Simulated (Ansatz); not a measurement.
System: sum formula SiN₂H₃Br₂, net charge 0, doublet state. It need not be the lowest isomer of its formula. SMILES: [NH][Si](Br)(N)Br
Coordinates optimised at B3LYP-D3(BJ)/def2-TZVP (Ansatz, a first-principles code):
```xyz
8

Si    -0.0351    -0.7454     0.0025
Br     0.1554     0.5973    -1.7875
Br    -0.0819     0.5476     1.8168
N      1.3399    -1.7662    -0.1892
N     -1.4135    -1.7160     0.0475
H      2.2307    -1.3661     0.1083
H     -1.4961    -2.5161    -0.5602
H     -2.2993    -1.3784     0.3851
```
Charge 0, spin multiplicity 2.

Quantity: atomisation energy (electronic, to ground-state atoms), in kJ/mol. Cores are frozen in the correlated levels unless marked. UHF or UKS for open shells. Spin-orbit coupling is left out. Frozen are the shells of the preceding noble gas and the d and f shells that filled before the atom's block. Non-relativistic. The coupled-cluster limit lacks core correlation, which all-electron functionals hold. Basis-set limits of correlation are two-point, X^-3; Hartree-Fock from the larger set. [CCSD(T)-MP2]/basis is that difference in the basis named.

```
level                                                              program  atomisation energy (kJ/mol)
----------------------------------------------------------  --------------  ---------------------------
HF/6-31G*                                                           Ansatz                       1601.4
revPBE-D4/def2-TZVPD                                        Ansatz + dftd4                       2547.7
B3LYP/def2-TZVPD                                                    Ansatz                       2504.7
PBE0/STO-3G                                                         Ansatz                       2688.6
PBE0/6-31G*                                                         Ansatz                       2450.9
PBE0-D4/def2-TZVPD                                          Ansatz + dftd4                       2554.2
BHLYP-D3(BJ)/def2-TZVPD                                     Ansatz + dftd3                       2462.7
B2GP-PLYP-D4/def2-TZVPD                                     Ansatz + dftd4                       2496.1
MP2/STO-3G                                                          Ansatz                       2054.8
MP2/def2-TZVPP                                                      Ansatz                       2484.4
CCSD/6-31G*                                                         Ansatz                       2135.1
CCSD/def2-SVP                                                       Ansatz                       2224.7
CCSD(T)/6-31G                                                       Ansatz                       1772.8
RI-MP2/CBS(def2-TZVPP,def2-QZVPP)+[CCSD(T)-MP2]/def2-SVP            Ansatz                       2547.1
RI-MP2/CBS(def2-TZVPP,def2-QZVPP)+[CCSD(T)-MP2]/def2-TZVPP          Ansatz                       2537.4
```
